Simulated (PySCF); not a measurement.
A structure optimised at B3LYP-D3(BJ)/def2-SVP, used in a PySCF frequency run:

```xyz
9

F     -1.4940     2.1349    -0.0448
Si     0.0007     1.5898     0.0344
F      0.7723     2.3651     1.1911
F      0.7261     1.8746    -1.3562
O      0.0000     0.0000     0.3518
Si    -0.0007    -1.5898     0.0344
F     -0.7261    -1.8746    -1.3562
F      1.4940    -2.1349    -0.0448
F     -0.7723    -2.3651     1.1911
```

### Question
Write its SMILES, formula and point group.

### Answer
F[Si](F)(F)O[Si](F)(F)F, F₆OSi₂, C2

### Question
What are its rotational constants (standard atomic weights)?

### Answer
1.9942, 0.64205, 0.64076 GHz
